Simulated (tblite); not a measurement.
C₄H₇NO₂Si₂.
Atom-mapped SMILES: `[CH2:1]=[CH:2][Si@@:3]([OH:4])([CH:5]=[O:6])[SiH2:7][C:8]#[N:9]` (hydrogens: H10, H11 on C1; H12 on C2; H13 on O4; H14 on C5; H15, H16 on Si7)

Computed with GFN2-xTB (tblite), gas phase: L-BFGS steps from a force-field or distance-geometry start until the largest atomic force falls under 0.01 eV/Å.

The end geometry, which sets the zero of energy:
```
atom  x, y, z in Å
C1     -1.2196   -1.3075   -1.5094
C2     -1.5850   -0.3504   -0.6693
Si3    -0.3878    0.6408    0.4092
O4     -0.9416    2.1487    0.6793
C5     -0.3968   -0.2208    2.1319
O6     -0.7953    0.3771    3.1036
Si7     1.7266    0.8863   -0.4959
C8      2.4395   -0.8298   -0.6990
N9      2.8484   -1.8940   -0.8211
H10    -0.1870   -1.5927   -1.6378
H11    -1.9333   -1.8537   -2.1063
H12    -2.6400   -0.1088   -0.5926
H13    -1.3823    2.3607    1.5014
H14    -0.0382   -1.2630    2.2406
H15     2.7363    1.5837    0.3116
H16     1.7482    1.4322   -1.8577
```

Question: These geometries come from the run, each turned onto the end geometry. Order them by energy, lowest first.
A.
```
atom  x, y, z in Å
C1     -1.2645   -1.2636   -1.5384
C2     -1.6191   -0.3010   -0.6998
Si3    -0.4054    0.6486    0.3960
O4     -0.9647    2.1416    0.7303
C5     -0.3488   -0.2817    2.0810
O6     -0.6968    0.2774    3.0942
Si7     1.6968    0.8821   -0.5383
C8      2.4865   -0.8128   -0.5236
N9      2.9380   -1.8675   -0.4993
H10    -0.2372   -1.5770   -1.6467
H11    -1.9808   -1.7895   -2.1508
H12    -2.6675   -0.0280   -0.6395
H13    -1.3380    2.3357    1.5896
H14     0.0187   -1.3255    2.1314
H15     2.6753    1.7231    0.1638
H16     1.6997    1.2467   -1.9614
```
B.
```
atom  x, y, z in Å
C1     -1.4124   -1.1362   -1.4598
C2     -1.6820   -0.1541   -0.6122
Si3    -0.3632    0.6377    0.4847
O4     -0.7398    2.1413    0.9867
C5     -0.2697   -0.5526    2.0004
O6     -0.5248   -0.2417    3.1388
Si7     1.6917    0.8453   -0.5573
C8      2.6539   -0.7237   -0.2532
N9      3.2540   -1.6789   -0.0497
H10    -0.4031   -1.5010   -1.5824
H11    -2.1737   -1.6337   -2.0419
H12    -2.7114    0.1767   -0.5061
H13    -1.6522    2.5721    0.7651
H14     0.0911   -1.5843    1.7709
H15     2.5822    1.9023   -0.0722
H16     1.6515    0.9396   -2.0232
```
C.
```
atom  x, y, z in Å
C1     -1.4189   -1.2360   -1.5513
C2     -1.6642   -0.2542   -0.6957
Si3    -0.3641    0.6190    0.3732
O4     -0.8311    2.1262    0.7699
C5     -0.3077   -0.3761    2.0188
O6     -0.7292    0.1021    3.0454
Si7     1.7295    0.8763   -0.5752
C8      2.6504   -0.7326   -0.3266
N9      3.1695   -1.7405   -0.1567
H10    -0.4261   -1.6321   -1.6995
H11    -2.1965   -1.6919   -2.1461
H12    -2.6879    0.0973   -0.6064
H13    -1.3867    2.2891    1.5295
H14     0.1235   -1.3965    2.0233
H15     2.6095    1.8923    0.0150
H16     1.7222    1.0664   -2.0290
```
D.
```
atom  x, y, z in Å
C1     -1.4189   -1.2110   -1.5340
C2     -1.6666   -0.2238   -0.6856
Si3    -0.3771    0.6233    0.4114
O4     -0.7547    2.1632    0.7766
C5     -0.2863   -0.4490    2.0134
O6     -0.6283   -0.0373    3.0939
Si7     1.7075    0.8748   -0.5445
C8      2.6392   -0.7220   -0.2735
N9      3.1963   -1.7099   -0.1078
H10    -0.4262   -1.6004   -1.6946
H11    -2.2062   -1.6822   -2.1010
H12    -2.6952    0.1091   -0.5930
H13    -1.4987    2.4398    1.3047
H14     0.1375   -1.4706    1.9284
H15     2.6139    1.8911   -0.0013
H16     1.6561    1.0137   -2.0045
```
E.
```
atom  x, y, z in Å
C1     -1.4190   -1.1947   -1.5005
C2     -1.6437   -0.2066   -0.6456
Si3    -0.3604    0.6609    0.4432
O4     -0.8125    2.1938    0.7540
C5     -0.2704   -0.4557    2.0086
O6     -0.5539   -0.1144    3.1294
Si7     1.7269    0.8785   -0.5027
C8      2.6261   -0.7426   -0.2460
N9      3.2034   -1.7268   -0.1311
H10    -0.4229   -1.5553   -1.7068
H11    -2.1973   -1.6848   -2.0706
H12    -2.6591    0.1556   -0.5095
H13    -1.6415    2.4253    1.1484
H14     0.0865   -1.4904    1.8241
H15     2.6742    1.8976   -0.0394
H16     1.6559    0.9683   -1.9670
```

Answer: A (0.003 eV), C (0.015 eV), D (0.035 eV), E (0.071 eV), B (0.258 eV).

In the order of the answer:

```json
{"step": "188", "E above end (eV)": "0.003", "largest force (eV/Å)": "0.13", "rms force component (eV/Å)": "0.029", "rms distance from end (Å)": "0.144", "rms bond change (Å)": "0.001", "bond most changed (Å)": "Si7–H16 +0.002"}
{"step": "100", "E above end (eV)": "0.015", "largest force (eV/Å)": "0.08", "rms force component (eV/Å)": "0.025", "rms distance from end (Å)": "0.321", "rms bond change (Å)": "0.002", "bond most changed (Å)": "C2–Si3 +0.004"}
{"step": "87", "E above end (eV)": "0.035", "largest force (eV/Å)": "0.11", "rms force component (eV/Å)": "0.033", "rms distance from end (Å)": "0.367", "rms bond change (Å)": "0.002", "bond most changed (Å)": "Si3–Si7 -0.006"}
{"step": "79", "E above end (eV)": "0.071", "largest force (eV/Å)": "0.39", "rms force component (eV/Å)": "0.098", "rms distance from end (Å)": "0.396", "rms bond change (Å)": "0.004", "bond most changed (Å)": "Si3–Si7 -0.011"}
{"step": "46", "E above end (eV)": "0.258", "largest force (eV/Å)": "2.77", "rms force component (eV/Å)": "0.564", "rms distance from end (Å)": "0.484", "rms bond change (Å)": "0.020", "bond most changed (Å)": "O4–H13 +0.076"}
```

The cost below is that of the whole relaxation. Hardware: an Arm Neoverse V1 with one thread (shared host). Cost: 2.0 s.
